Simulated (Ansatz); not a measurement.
Isomers of Se₃⁻ (doublet), relaxed with PBE0-D4/def2-TZVPD; total energies from Ansatz at PBE0-D4/def2-TZVPD.

| isomer | description | energy (Eh) |
| --- | --- | --- |
| A | point group C2v; 2 × Se–Se 2.27 Å | -7203.93223 |
| B | point group C2v; 2 × Se–Se 2.34 Å | -7203.90490 |

The isomers come from a short search, and lower ones may exist.

**Question.** Work out the relative energies (1 Eh = 2625.5 kJ/mol) and the Boltzmann populations at 1200 K from electronic energies alone (R = 8.314 J/mol/K).

**Answer.** ΔE: A 0.0, B 71.8 kJ/mol. RT = 9.98 kJ/mol. Factors exp(−ΔE/RT): A 1, B 0.000751; sum 1.001. Populations: A 99.9 %, B 0.1 %. Zero-point energy, vibrational entropy and symmetry numbers are left out and can shift these; an error of 4 kJ/mol changes a ratio by a factor of 1.5. Over the other density-functional and correlated levels in def2 sets, the gap between A and B ranges from 67 to 83 kJ/mol.
